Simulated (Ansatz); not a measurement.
Harmonic vibrations of CH₈O₂Si₂ (`OC(O)([SiH3])[SiH3]`) by finite differences.

```yaml
crystal:
  periodic: [false, false, false]
  atoms:
    - {symbol: O, position_ang: [-0.665135, 1.142481, -1.098102]}
    - {symbol: C, position_ang: [0.153368, 0.242033, -0.370919]}
    - {symbol: O, position_ang: [1.522507, 0.362357, -0.718170]}
    - {symbol: Si, position_ang: [-0.078726, 0.504788, 1.505164]}
    - {symbol: Si, position_ang: [-0.367591, -1.501228, -0.949712]}
    - {symbol: H, position_ang: [-0.573012, 2.032799, -0.740697]}
    - {symbol: H, position_ang: [1.896892, 1.151956, -0.311653]}
    - {symbol: H, position_ang: [0.763194, -0.426659, 2.296681]}
    - {symbol: H, position_ang: [-1.502961, 0.379203, 1.903558]}
    - {symbol: H, position_ang: [0.377491, 1.908517, 1.752985]}
    - {symbol: H, position_ang: [-0.152592, -1.618034, -2.412416]}
    - {symbol: H, position_ang: [-1.800965, -1.704969, -0.618313]}
    - {symbol: H, position_ang: [0.448129, -2.507944, -0.223707]}
basis:
  gaussian: {orbitals: def2-TZVP}
hamiltonian: {xc: pbe0, dispersion: d4}
phonons: {temperatures: {t_min: 298.15, t_max: 900, t_step: 200}}
```

```sh
$ ansatz run in.yaml --threads 4 --pin off --events-out ev --progress --plain --max-ram 10444MiB
```

Output, abridged:

```
Functional definition: PBE0
mean field -21005.98414670 eV, -771.9556790237 hartree, gradient 4.3e-5 eV, S^2 0.000000; 0 other end points of the search recorded, 0 dependent functions left out
mean field -21005.98409128 eV, -771.9556769872 hartree, gradient 1.8e-6 eV, S^2 0.000000; 0 other end points of the search recorded, 0 dependent functions left out
mean field -21005.98410403 eV, -771.9556774555 hartree, gradient 1.7e-6 eV, S^2 0.000000; 0 other end points of the search recorded, 0 dependent functions left out
mean field -21005.98398643 eV, -771.9556731340 hartree, gradient 1.7e-6 eV, S^2 0.000000; 0 other end points of the search recorded, 0 dependent functions left out
mean field -21005.98394927 eV, -771.9556717682 hartree, gradient 1.8e-6 eV, S^2 0.000000; 0 other end points of the search recorded, 0 dependent functions left out
mean field -21005.98406540 eV, -771.9556760362 hartree, gradient 1.8e-6 eV, S^2 0.000000; 0 other end points of the search recorded, 0 dependent functions left out
mean field -21005.98409401 eV, -771.9556770874 hartree, gradient 1.7e-6 eV, S^2 0.000000; 0 other end points of the search recorded, 0 dependent functions left out
mean field -21005.98404422 eV, -771.9556752577 hartree, gradient 1.7e-6 eV, S^2 0.000000; 0 other end points of the search recorded, 0 dependent functions left out
mean field -21005.98404355 eV, -771.9556752330 hartree, gradient 1.7e-6 eV, S^2 0.000000; 0 other end points of the search recorded, 0 dependent functions left out
mean field -21005.98402477 eV, -771.9556745430 hartree, gradient 1.8e-6 eV, S^2 0.000000; 0 other end points of the search recorded, 0 dependent functions left out
mean field -21005.98402437 eV, -771.9556745281 hartree, gradient 1.7e-6 eV, S^2 0.000000; 0 other end points of the search recorded, 0 dependent functions left out
mean field -21005.98403799 eV, -771.9556750286 hartree, gradient 1.7e-6 eV, S^2 0.000000; 0 other end points of the search recorded, 0 dependent functions left out
mean field -21005.98404293 eV, -771.9556752103 hartree, gradient 1.7e-6 eV, S^2 0.000000; 0 other end points of the search recorded, 0 dependent functions left out
mean field -21005.98405486 eV, -771.9556756488 hartree, gradient 1.7e-6 eV, S^2 0.000000; 0 other end points of the search recorded, 0 dependent functions left out
mean field -21005.98401242 eV, -771.9556740889 hartree, gradient 1.7e-6 eV, S^2 0.000000; 0 other end points of the search recorded, 0 dependent functions left out
mean field -21005.98402795 eV, -771.9556746598 hartree, gradient 1.6e-6 eV, S^2 0.000000; 0 other end points of the search recorded, 0 dependent functions left out
mean field -21005.98400961 eV, -771.9556739857 hartree, gradient 1.7e-6 eV, S^2 0.000000; 0 other end points of the search recorded, 0 dependent functions left out
mean field -21005.98408312 eV, -771.9556766874 hartree, gradient 1.6e-6 eV, S^2 0.000000; 0 other end points of the search recorded, 0 dependent functions left out
mean field -21005.98410242 eV, -771.9556773964 hartree, gradient 1.8e-6 eV, S^2 0.000000; 0 other end points of the search recorded, 0 dependent functions left out
mean field -21005.98404890 eV, -771.9556754295 hartree, gradient 1.6e-6 eV, S^2 0.000000; 0 other end points of the search recorded, 0 dependent functions left out
mean field -21005.98404863 eV, -771.9556754198 hartree, gradient 1.6e-6 eV, S^2 0.000000; 0 other end points of the search recorded, 0 dependent functions left out
mean field -21005.98406777 eV, -771.9556761231 hartree, gradient 1.6e-6 eV, S^2 0.000000; 0 other end points of the search recorded, 0 dependent functions left out
mean field -21005.98404050 eV, -771.9556751212 hartree, gradient 1.6e-6 eV, S^2 0.000000; 0 other end points of the search recorded, 0 dependent functions left out
mean field -21005.98408939 eV, -771.9556769177 hartree, gradient 1.6e-6 eV, S^2 0.000000; 0 other end points of the search recorded, 0 dependent functions left out
mean field -21005.98403320 eV, -771.9556748528 hartree, gradient 1.6e-6 eV, S^2 0.000000; 0 other end points of the search recorded, 0 dependent functions left out
mean field -21005.98404397 eV, -771.9556752486 hartree, gradient 1.7e-6 eV, S^2 0.000000; 0 other end points of the search recorded, 0 dependent functions left out
mean field -21005.98405873 eV, -771.9556757910 hartree, gradient 1.6e-6 eV, S^2 0.000000; 0 other end points of the search recorded, 0 dependent functions left out
mean field -21005.98402941 eV, -771.9556747136 hartree, gradient 1.6e-6 eV, S^2 0.000000; 0 other end points of the search recorded, 0 dependent functions left out
mean field -21005.98408908 eV, -771.9556769063 hartree, gradient 1.6e-6 eV, S^2 0.000000; 0 other end points of the search recorded, 0 dependent functions left out
mean field -21005.98403203 eV, -771.9556748097 hartree, gradient 1.6e-6 eV, S^2 0.000000; 0 other end points of the search recorded, 0 dependent functions left out
mean field -21005.98406551 eV, -771.9556760400 hartree, gradient 1.6e-6 eV, S^2 0.000000; 0 other end points of the search recorded, 0 dependent functions left out
mean field -21005.98413629 eV, -771.9556786411 hartree, gradient 1.6e-6 eV, S^2 0.000000; 0 other end points of the search recorded, 0 dependent functions left out
mean field -21005.98414081 eV, -771.9556788074 hartree, gradient 1.6e-6 eV, S^2 0.000000; 0 other end points of the search recorded, 0 dependent functions left out
mean field -21005.98401608 eV, -771.9556742237 hartree, gradient 1.6e-6 eV, S^2 0.000000; 0 other end points of the search recorded, 0 dependent functions left out
[...]
mean field -21005.98411880 eV, -771.9556779983 hartree, gradient 1.6e-6 eV, S^2 0.000000; 0 other end points of the search recorded, 0 dependent functions left out
mean field -21005.98414119 eV, -771.9556788214 hartree, gradient 1.6e-6 eV, S^2 0.000000; 0 other end points of the search recorded, 0 dependent functions left out
mean field -21005.98411202 eV, -771.9556777495 hartree, gradient 1.6e-6 eV, S^2 0.000000; 0 other end points of the search recorded, 0 dependent functions left out
mean field -21005.98408975 eV, -771.9556769309 hartree, gradient 1.6e-6 eV, S^2 0.000000; 0 other end points of the search recorded, 0 dependent functions left out
mean field -21005.98409870 eV, -771.9556772597 hartree, gradient 1.6e-6 eV, S^2 0.000000; 0 other end points of the search recorded, 0 dependent functions left out
mean field -21005.98414491 eV, -771.9556789580 hartree, gradient 1.6e-6 eV, S^2 0.000000; 0 other end points of the search recorded, 0 dependent functions left out
mean field -21005.98413590 eV, -771.9556786271 hartree, gradient 1.6e-6 eV, S^2 0.000000; 0 other end points of the search recorded, 0 dependent functions left out
mean field -21005.98415058 eV, -771.9556791662 hartree, gradient 1.6e-6 eV, S^2 0.000000; 0 other end points of the search recorded, 0 dependent functions left out
mean field -21005.98412387 eV, -771.9556781848 hartree, gradient 1.6e-6 eV, S^2 0.000000; 0 other end points of the search recorded, 0 dependent functions left out
mean field -21005.98413592 eV, -771.9556786275 hartree, gradient 1.6e-6 eV, S^2 0.000000; 0 other end points of the search recorded, 0 dependent functions left out
mean field -21005.98413695 eV, -771.9556786657 hartree, gradient 1.6e-6 eV, S^2 0.000000; 0 other end points of the search recorded, 0 dependent functions left out
mean field -21005.98410375 eV, -771.9556774455 hartree, gradient 1.6e-6 eV, S^2 0.000000; 0 other end points of the search recorded, 0 dependent functions left out
mean field -21005.98409507 eV, -771.9556771264 hartree, gradient 1.6e-6 eV, S^2 0.000000; 0 other end points of the search recorded, 0 dependent functions left out
mean field -21005.98415024 eV, -771.9556791537 hartree, gradient 1.6e-6 eV, S^2 0.000000; 0 other end points of the search recorded, 0 dependent functions left out
mean field -21005.98412829 eV, -771.9556783471 hartree, gradient 1.6e-6 eV, S^2 0.000000; 0 other end points of the search recorded, 0 dependent functions left out
mean field -21005.98413789 eV, -771.9556787002 hartree, gradient 1.6e-6 eV, S^2 0.000000; 0 other end points of the search recorded, 0 dependent functions left out
mean field -21005.98414158 eV, -771.9556788358 hartree, gradient 1.6e-6 eV, S^2 0.000000; 0 other end points of the search recorded, 0 dependent functions left out
mean field -21005.98413358 eV, -771.9556785415 hartree, gradient 1.6e-6 eV, S^2 0.000000; 0 other end points of the search recorded, 0 dependent functions left out
mean field -21005.98414780 eV, -771.9556790640 hartree, gradient 1.6e-6 eV, S^2 0.000000; 0 other end points of the search recorded, 0 dependent functions left out
mean field -21005.98408592 eV, -771.9556767901 hartree, gradient 1.6e-6 eV, S^2 0.000000; 0 other end points of the search recorded, 0 dependent functions left out
mean field -21005.98409690 eV, -771.9556771936 hartree, gradient 1.6e-6 eV, S^2 0.000000; 0 other end points of the search recorded, 0 dependent functions left out
mean field -21005.98408702 eV, -771.9556768306 hartree, gradient 1.6e-6 eV, S^2 0.000000; 0 other end points of the search recorded, 0 dependent functions left out
mean field -21005.98410076 eV, -771.9556773354 hartree, gradient 1.6e-6 eV, S^2 0.000000; 0 other end points of the search recorded, 0 dependent functions left out
mean field -21005.98412813 eV, -771.9556783415 hartree, gradient 1.6e-6 eV, S^2 0.000000; 0 other end points of the search recorded, 0 dependent functions left out
mean field -21005.98415113 eV, -771.9556791865 hartree, gradient 1.6e-6 eV, S^2 0.000000; 0 other end points of the search recorded, 0 dependent functions left out
mean field -21005.98413146 eV, -771.9556784638 hartree, gradient 1.6e-6 eV, S^2 0.000000; 0 other end points of the search recorded, 0 dependent functions left out
mean field -21005.98414468 eV, -771.9556789496 hartree, gradient 1.6e-6 eV, S^2 0.000000; 0 other end points of the search recorded, 0 dependent functions left out
mean field -21005.98412535 eV, -771.9556782390 hartree, gradient 1.6e-6 eV, S^2 0.000000; 0 other end points of the search recorded, 0 dependent functions left out
mean field -21005.98412532 eV, -771.9556782380 hartree, gradient 1.6e-6 eV, S^2 0.000000; 0 other end points of the search recorded, 0 dependent functions left out
mean field -21005.98410374 eV, -771.9556774451 hartree, gradient 1.6e-6 eV, S^2 0.000000; 0 other end points of the search recorded, 0 dependent functions left out
mean field -21005.98413151 eV, -771.9556784655 hartree, gradient 1.6e-6 eV, S^2 0.000000; 0 other end points of the search recorded, 0 dependent functions left out
mean field -21005.98412271 eV, -771.9556781423 hartree, gradient 1.6e-6 eV, S^2 0.000000; 0 other end points of the search recorded, 0 dependent functions left out
mean field -21005.98413456 eV, -771.9556785778 hartree, gradient 1.6e-6 eV, S^2 0.000000; 0 other end points of the search recorded, 0 dependent functions left out
Total energy: -21006.24579027 eV, -771.9652942476 hartree
Atom 0 at    -0.665135     1.142481    -1.098102 Å, force     0.000068     0.000283     0.000133 eV/Å
Atom 1 at     0.153368     0.242033    -0.370919 Å, force     0.000117     0.000003    -0.000144 eV/Å
Atom 2 at     1.522507     0.362357    -0.718170 Å, force     0.000093     0.000295     0.000096 eV/Å
Atom 3 at    -0.078726     0.504788     1.505164 Å, force     0.000034     0.000270     0.000062 eV/Å
Atom 4 at    -0.367591    -1.501228    -0.949712 Å, force    -0.000184    -0.000563     0.000028 eV/Å
Atom 5 at    -0.573012     2.032799    -0.740697 Å, force    -0.000055    -0.000196    -0.000082 eV/Å
Atom 6 at     1.896892     1.151956    -0.311653 Å, force     0.000015    -0.000160    -0.000052 eV/Å
Atom 7 at     0.763194    -0.426659     2.296681 Å, force    -0.000031    -0.000012    -0.000050 eV/Å
Atom 8 at    -1.502961     0.379203     1.903558 Å, force     0.000019     0.000087    -0.000117 eV/Å
Atom 9 at     0.377491     1.908517     1.752985 Å, force    -0.000062    -0.000040     0.000068 eV/Å
Atom 10 at    -0.152592    -1.618034    -2.412416 Å, force    -0.000042     0.000275     0.000290 eV/Å
Atom 11 at    -1.800965    -1.704969    -0.618313 Å, force     0.000084    -0.000158    -0.000004 eV/Å
Atom 12 at     0.448129    -2.507944    -0.223707 Å, force    -0.000056    -0.000084    -0.000228 eV/Å
Dipole moment:     0.059730     0.326385     0.326479 e Å
Vibrations: 98.06 129.35 147.32 187.53 231.44 285.67 288.21 379.73 442.55 526.12 561.87 602.95 661.97 690.92 858.55 896.18 922.30 927.42 933.44 939.61 943.72 1033.39 1070.35 1231.61 1356.36 2173.58 2231.80 2239.10 2239.74 2248.91 2251.19 3792.55 3796.26 cm⁻¹, zero-point energy 2.313530 eV
```

It took 2.1 min on 4 threads of an Intel Xeon 6975P-C on a shared host, with 0.65 GiB of host memory at the peak.
